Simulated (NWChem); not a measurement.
Extrapolating the CCSD(T) correlation energy of isocyanic acid (CHNO)

SMILES: C(=O)=N
```xyz
4

N      1.1600    -0.0732     0.0000
C     -0.0468     0.0195     0.0000
O     -1.2104    -0.0341     0.0000
H      1.8440     0.6681     0.0000
```
Charge 0, spin multiplicity 1.

Everything below was run with NWChem. All single points use one geometry, from PBE0/def2-SVP, a minimum by its harmonic frequencies.

The correlated methods keep 3 core orbitals frozen. Coupled-cluster values serve here as a point of comparison, not as the truth.

Worked example. The CCSD(T) correlation energy is -488.55 mHa in cc-pVDZ and -603.46 mHa in cc-pVTZ. The form E(X) = E∞ + A/X³ turns the pair into an estimate of the basis-set limit.

E∞ = (3³·(-603.46) − 2³·(-488.55))/(3³ − 2³) = -651.8 mHa. The larger basis holds 93 % of that, at about 20 times the processor time of the smaller one. This is a two-point estimate, and a rough one from so small a pair.
